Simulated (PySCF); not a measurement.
Structure with atom numbers: `[CH3:1][C:2](=[O:3])[c:4]1[cH:5][cH:6][cH:7][o:8]1`; H(Xn) means a hydrogen on atom n.

Computed data (PySCF): B97-2/pcSseg-2 with gauge-including orbitals, geometry: PBE0-D3(BJ)/def2-TZVP. No solvent model, one computed conformer, no relativistic terms, one averaged value for each set of equivalent atoms.

References, each an isolated molecule treated in the same way: 13C (σ = 185.38 ppm), 1H (σ = 31.64 ppm) vs TMS; H2O for 17O (σ = 327.66 ppm).

```json
{"atoms": "C7", "nucleus": "13C", "count": "1", "δ (ppm)": "151.0"}
{"atoms": "O3", "nucleus": "17O", "count": "1", "δ (ppm)": "593.7"}
{"atoms": "C4", "nucleus": "13C", "count": "1", "δ (ppm)": "161.9"}
{"atoms": "H(C7)", "nucleus": "1H", "count": "1", "δ (ppm)": "7.56"}
{"atoms": "O8", "nucleus": "17O", "count": "1", "δ (ppm)": "?"}
{"atoms": "H(C6)", "nucleus": "1H", "count": "1", "δ (ppm)": "6.73"}
{"atoms": "C1", "nucleus": "13C", "count": "1", "δ (ppm)": "?"}
{"atoms": "H(C1)", "nucleus": "1H", "count": "3", "δ (ppm)": "2.47"}
{"atoms": "C6", "nucleus": "13C", "count": "1", "δ (ppm)": "118.6"}
{"atoms": "C2", "nucleus": "13C", "count": "1", "δ (ppm)": "?"}
{"atoms": "C5", "nucleus": "13C", "count": "1", "δ (ppm)": "122.3"}
{"atoms": "H(C5)", "nucleus": "1H", "count": "1", "δ (ppm)": "?"}
```

Problem. Fill in the missing shifts.

Solution. 
- C2: 192.9 ppm, ketone carbonyl carbon; low-lying n→π* states of the double bond to the heteroatom give a large paramagnetic term (-258 ppm)
- C1: 28.8 ppm, methyl carbon α to a carbonyl; the adjacent C=O deshields it moderately
- H(C5): 7.51 ppm, hydrogen on an aromatic CH; ring-current deshielding
- O8: 299.1 ppm, aromatic ring oxygen

Shifts are as computed. Against solution values, carbons near 30 ppm lie about +3 ppm off and those near 130 ppm about +7 ppm. Of 1211 compounds with measured shifts, 218 miss one by over three times the rms of a fit or turn the order of signals round; such compounds aren't used in these exercises. Unscaled 17O shifts of doubly bonded oxygen tend to come out too high, by tens of ppm or more. Experimental scales use liquid or dissolved standards, which lie at an offset from isolated H2O (liquid H2O: subtract about 36 ppm).
